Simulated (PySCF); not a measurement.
Species: BrH.
SMILES: `Br`

Method used: PySCF 2.14.0, BHandHLYP/def2-TZVP geometry optimisation, gas phase.

Masses are those of the commonest isotopes; rigid-rotor values at the optimised geometry. 

(1) What are the moment of inertia and the rotational constant?

(2) List the first levels of a rigid rotor in a Σ state.

(3) Where do the first rotational lines fall?

Results:

(1) I = 1.986 u·Å², B = 505379 MHz·u·Å²/I = 254464 MHz (8.4880 cm⁻¹, or 12.212 K as hB/k). For two atoms I = μr² with μ = 0.9951 u and r = 1.4127 Å.

(2) E(J) = BJ(J+1): J = 1: 16.976, J = 2: 50.928, J = 3: 101.856, J = 4: 169.760, J = 5: 254.640, J = 6: 356.496 cm⁻¹.

(3) The dipole is 0.96 D; J+1 ← J lies at 2B(J+1): 1 ← 0 at 508.93 GHz, 2 ← 1 at 1017.85 GHz, 3 ← 2 at 1526.78 GHz, 4 ← 3 at 2035.71 GHz, 5 ← 4 at 2544.64 GHz, 6 ← 5 at 3053.56 GHz.

No BHandHLYP/def2-TZVP frequencies stand behind this structure, so it isn't proved a minimum. No vibrational averaging or centrifugal distortion is included, and the geometry carries the error of its method.
